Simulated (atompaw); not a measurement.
tantalum (Ta): PAW (atompaw) pseudisation with LDA (PW92), scalar-relativistic reference atom.

atompaw 4.2.0.5 was run on this input:

```
Ta 73
LDA-PW scalarrelativistic loggrid 2001 logderivrange -7 5 301
6 6 5 4 0 0
6 1 0
5 2 3
0 0 0
c
c
c
c
v
v
c
c
c
v
v
c
c
v
c
2
2.55 2.45 2.35 1.50
n
n
y
4.3
n
custom rrkj vanderbiltortho besselshape
3 0.5 troulliermartins
1.90
2.25
1.50
2.20
2.55
2.55
PWSCFOUT
UPFDX 0.0125d0 UPFXMIN -7.d0 UPFZMESH 73.d0
END
```

Command:

```bash
atompaw < Ta.input > Ta.log
```

Output (summary file):

```
Completed calculations for Ta (AE)

 Exchange-correlation type: LDA, Perdew-Wang correlation

 Radial integration grid is logarithmic
 r0 =   9.3554737E-05 h =   6.8294958E-03   n =      2001 rmax =   8.0000000E+01

 Scalar relativistic calculation

 AEatom converged in  46 iterations
   nz     =  73.00
   delta  =       7.280507920951E-15

 All Electron Orbital energies:
  n  l      occupancy      energy
  1  0      2.0000000E+00 -4.9475408E+03
  2  0      2.0000000E+00 -8.5012421E+02
  3  0      2.0000000E+00 -1.9470968E+02
  4  0      2.0000000E+00 -3.9648154E+01
  5  0      2.0000000E+00 -5.3796497E+00
  6  0      2.0000000E+00 -4.1253249E-01
  2  1      6.0000000E+00 -7.4526530E+02
  3  1      6.0000000E+00 -1.6352737E+02
  4  1      6.0000000E+00 -2.9414766E+01
  5  1      6.0000000E+00 -2.9077810E+00
  6  1      0.0000000E+00 -1.0859875E-01
  3  2      1.0000000E+01 -1.2708373E+02
  4  2      1.0000000E+01 -1.6316748E+01
  5  2      3.0000000E+00 -2.7801589E-01
  4  3      1.4000000E+01 -1.8322573E+00

 Total energy
   Total                    :   -31190.68879261693655

 ---
 Completed calculations for Ta (SC)

 Exchange-correlation type: LDA, Perdew-Wang correlation

 Radial integration grid is logarithmic
 r0 =   9.3554737E-05 h =   6.8294958E-03   n =      2001 rmax =   8.0000000E+01

 Scalar relativistic calculation

 SCatom converged in   4 iterations
   nz     =  73.00
   delta  =       1.060584230057E-15

 Valence Electron Orbital energies:
  n  l      occupancy      energy
   5  0      2.0000000E+00 -5.3796497E+00
   6  0      2.0000000E+00 -4.1253249E-01
   5  1      6.0000000E+00 -2.9077810E+00
   6  1      0.0000000E+00 -1.0859875E-01
   5  2      3.0000000E+00 -2.7801589E-01

 Total energy
   Total                    :   -31190.68879260633548
   Valence                  :     -707.97575365381635

 PAW parameters:
       lmax =            2
         rc =    2.5597903387434213
        irc =         1497
   rc_shape =    2.4570141497412199
    rc_vloc =    2.3583642982860913
    rc_core =    1.5026030464411211
   Vloc: Norm-conserving Troullier-Martins with l= 3;e=   5.0000E-01
   Projector type: RRKJ pseudization + Vanderbilt ortho.
   Bessel compensation charge shape zeroed at   2.4570E+00

 Number of basis functions     6
 No.   n  nodes  l      Energy         Cp coeff         Occ
  1    5    4    0   -0.5379650E+01  0.2395831E+00  0.2000000E+01
  2    6    5    0   -0.4125325E+00  0.4877150E+01  0.2000000E+01
  3    5    3    1   -0.2907781E+01 -0.1673028E+01  0.6000000E+01
  4    6    4    1   -0.1085988E+00 -0.4232192E+01  0.0000000E+00
  5    5    2    2   -0.2780159E+00  0.1841553E+01  0.3000000E+01
  6  999    3    2    0.4300000E+01 -0.2742846E+00  0.0000000E+00

 Eigenvalues of overlap operator (in the basis of projectors):
    1        1.27123934E-01
    2        3.08353886E-01
    3        1.45306872E+00
    4        3.68060467E+01
    5        8.26124561E+01
    6        1.51012101E+02

 Orbital leakage outside PAW augmentation regions
   orb  is_core?  %out_of_sphere
   1 0    T           0.00
   2 0    T           0.00
   3 0    T           0.00
   4 0    T           0.00
   5 0    F           0.20
   6 0    F          71.44
   2 1    T           0.00
   3 1    T          -0.00
   4 1    T           0.00
   5 1    F           1.42
   6 1    F          92.72
   3 2    T           0.00
   4 2    T           0.00
   5 2    F          30.48
   4 3    T           0.09

 Summary of PAW energies
   Total valence energy     :   -707.97575663579073
   Smooth energy            :    -10.09860808068435
   One center               :   -697.87714855510637
   Smooth kinetic           :     41.05452964032043
   Vloc energy              :    -34.61594557970838
   Smooth exch-corr         :    -21.55498269395072
   One-center xc            :   -590.21075572007430
```

The run took about 36 s on one core of a shared server CPU.
